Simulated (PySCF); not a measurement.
# Distorted geometries of [Tl(BH4)2]+

[Tl(BH4)2]+ (singlet). PySCF 2.14.0, RKS r2SCAN, Tl def2-SVP with ECP60, B def2-SVP, H def2-SVP; non-relativistic Hamiltonian with scalar-relativistic core potentials where named; density fitting; no spin-orbit coupling. Relaxed geometry:

```xyz
11

Tl    0.0000    0.0000    0.0000
B     0.2694   -0.1636    2.2292
H    -0.5717    0.3055    3.1575
H     1.2148    0.5381    2.4824
H    -0.9094    0.4601    2.3321
H     0.2140   -1.3375    2.4871
B    -0.2694    0.1636   -2.2292
H     0.5717   -0.3055   -3.1575
H     0.9094   -0.4601   -2.3321
H    -1.2148   -0.5381   -2.4824
H    -0.2140    1.3375   -2.4871
```

Order these distorted geometries by energy above the relaxed one, lowest first.
A.
```xyz
11

Tl    0.0020    0.0166    0.0720
B     0.3410   -0.1925    2.2493
H    -0.6404    0.3369    3.1405
H     1.2011    0.5620    2.5110
H    -0.8922    0.5223    2.2947
H     0.1760   -1.3468    2.4260
B    -0.2726    0.1215   -2.2486
H     0.5629   -0.2813   -3.1650
H     0.8607   -0.5127   -2.3259
H    -1.1936   -0.5502   -2.4003
H    -0.1448    1.3242   -2.5537
```
B.
```xyz
11

Tl    0.0956   -0.0774    0.0623
B     0.1008   -0.2939    2.2796
H    -0.4138    0.3070    3.2061
H     1.2460    0.5228    2.4155
H    -0.9946    0.5836    2.1890
H     0.2694   -1.4488    2.5989
B    -0.2037    0.2088   -2.3783
H     0.5767   -0.2589   -3.1103
H     0.8845   -0.4538   -2.3260
H    -1.2207   -0.5518   -2.4766
H    -0.3402    1.4625   -2.4604
```
C.
```xyz
11

Tl   -0.0466    0.0917    0.0573
B     0.3912   -0.2240    1.9717
H    -0.7183    0.1135    3.2412
H     1.2601    0.4461    2.4872
H    -0.8642    0.6439    2.1764
H     0.2725   -1.3800    2.2526
B    -0.2975    0.1675   -2.0436
H     0.5590   -0.2536   -3.1209
H     0.9095   -0.5279   -2.1628
H    -1.2516   -0.4613   -2.4201
H    -0.2143    1.3842   -2.4391
```

A (0.25 eV), B (1.39 eV), C (1.93 eV).

Which forces (eV/Å) act in the one that lies 1.39 eV up?


```
Tl  -0.18  0.16 -1.25
B    2.29  2.23 -0.36
H   -0.71  0.83  0.52
H   -2.00 -1.44 -0.41
H    1.14 -1.66  0.51
H   -0.70  0.04 -0.24
B   -4.31  1.46  3.26
H    1.64 -0.84 -2.94
H    0.94 -0.18  0.98
H    1.21  0.76  0.00
H    0.70 -1.35 -0.08
```
Forces carry noise of the integration grid, about 0.01 to 0.03 eV/Å.

On relaxing from the template, bonds within or between ligands changed, so the formula names the start rather than the bonding at the end. No frequency check is given that shows the relaxed geometry to be a minimum.
